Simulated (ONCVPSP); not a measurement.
**Before and after: ONCV potential for W (Z = 74)**

- Element: tungsten
- Generator: ONCVPSP 4.0.1
- Type: optimised norm-conserving Vanderbilt (ONCV)
- Functional: BLYP
- Relativity: scalar-relativistic
- Frozen core: [Kr] 4d10 4f14
- Valence charge: 14
- Reference configuration: 5s2 5p6 5d4 6s2
- Partial waves: 5s+6s: rc 1.95 bohr, ncon 5, nbas 10, qcut 7.8 1/bohr, 2 projectors; 5p: rc 1.15 bohr, ncon 4, nbas 8, qcut 6.6 1/bohr, 2 projectors, debl 2.1 Ha; 5d: rc 2.45 bohr, ncon 4, nbas 8, qcut 7.5 1/bohr, 2 projectors, debl 1 Ha
- Local potential: polynomial inside 0.90 bohr (lpopt 5, dvloc0 -1 Ha)
- Core correction: Teter function fitted to the true core (icmod 2), fcfact 0.25

Change: d: qcut 6.2.

Cutoffs: the cutoffs (Ha) at which the residual kinetic energy of the hardest occupied pseudo-wave falls to 1 and 0.1 mHa per electron; they do not see the model core or the augmentation charge, which bear on the density cutoff. Errors are all-electron minus pseudo energies relative to the spin-unpolarised reference configuration.

Task: How do hardness, ghosts and transferability respond?

Result: The potential gets neither clearly harder nor softer (107 Ha and 150 Ha → 107 Ha and 150 Ha); the bound ghosts move from s to d, s; the errors of the 4 common tests hardly move.

```tsv
quantity	base	changed
cutoff, loose	107 Ha	107 Ha
cutoff, tight	150 Ha	150 Ha
loose cutoff by channel	s 20 Ha, p 107 Ha, d 15 Ha	s 20 Ha, p 107 Ha, d 13 Ha
bound ghosts	s	s, d
GHOST(+) flags under 300 eV	none	none
error for 5s2 5p6 5d4 6s1, meV [ΔE 8.82 eV]	-2.9	-2.8
error for 5s2 5p6 5d4 6s0, meV [ΔE 24.57 eV]	-6.3	-6.4
error for 5s2 5p6 5d3 6s0, meV [ΔE 49.91 eV]	-11	-10
error for 5s2 5p6 5d4 6s0 6p2, meV [ΔE 9.29 eV]	-3.7	-3.8
s: phases at 1.98 bohr within 0.05 rad from the reference energy up to (Ha; the scan ends near 5)	to the end of the scan	to the end of the scan
p: phases at 1.17 bohr within 0.05 rad from the reference energy up to (Ha; the scan ends near 5)	to the end of the scan	to the end of the scan
d: phases at 2.48 bohr within 0.05 rad from the reference energy up to (Ha; the scan ends near 5)	to the end of the scan	to the end of the scan
rms error of d²Exc/dni dnj with the model core, mHa	1.06	1.07
```

 A true bound ghost makes a file unfit for plane-wave use even where its test errors are small: the radial tests pick states by their node count and pass the ghost by.
